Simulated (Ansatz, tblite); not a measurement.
Cost and result up the ladder for (AgBr)2 ring (Ag₂Br₂) (4 atoms). Total charge 0; singlet. Geometry: r2SCAN-D4/def2-SVP.

```xyz
4

Ag    0.896   -1.029    0.172
Br   -0.928   -1.093   -1.702
Ag   -0.896    1.029   -0.171
Br    0.928    1.093    1.702
```

Ansatz on 4 threads of Arm Neoverse V2 on a shared host; xTB runs through tblite on one thread. Times are rough, summed over both states, and most runs start from the orbitals of an earlier one. PBE0-D4/def2-TZVP serves as the yardstick here, not as an exact answer. The other state is a triplet.

In the def2 sets Ag takes a core potential; there is no spin–orbit coupling. The xTB rows come from tblite.

xTB has no spin-polarisation term.

| level | functions | wall time | vertical triplet (eV) | difference from PBE0-D4/def2-TZVP (eV) |
| --- | --- | --- | --- | --- |
| GFN1-xTB | 36 | 0.009 s | 3.04 | -0.41 |
| GFN2-xTB | 36 | 0.009 s | 3.50 | 0.06 |
| PBE-D4/def2-TZVP (with forces) | 176 | 7.1 s | 2.82 | -0.63 |
| r2SCAN-D4/def2-TZVP | 176 | 18 s | 3.05 | -0.40 |
| PBE0-D4/def2-TZVP | 176 | 18 s | 3.45 | 0.00 |
